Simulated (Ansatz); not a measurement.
Molecule: dibromo(fluoro)borane, sum formula BBr$_{2}$F, charge 0, multiplicity 1. 
Coordinates optimised at B3LYP-D3(BJ)/def2-TZVP (Ansatz, an electronic-structure program):
```xyz
4

B     -0.0026     0.6329    -0.0092
F     -0.0081     1.9437    -0.0282
Br    -1.6688    -0.3010     0.0771
Br     1.6712    -0.2892    -0.0685
```
Charge 0, spin multiplicity 1.

Basis-set convergence of Hartree-Fock and CCSD correlation energies (hartree) with Ansatz. Correlated levels leave the core frozen unless marked. No spin-orbit coupling. Frozen are the shells of the preceding noble gas and the d and f shells that filled before the atom's block. No relativistic terms.

```csv
basis,functions,E(HF),"E(corr, CCSD)"
cc-pVDZ,82,-5269.03169,-0.51750
cc-pVTZ,146,-5269.22890,-0.68902
cc-pVQZ,246,-5269.24440,-0.75004
cc-pV5Z,390,-5269.24738,-0.77164
```

Extrapolating the two largest sets (X = 4 and 5) as X^-3: E(corr) = (125·(-0.77164) - 64·(-0.75004))/61 = -0.7943 Eh, an estimate of the basis-set limit. The largest set recovers 97.1 % of it, the smallest 65.2 %.
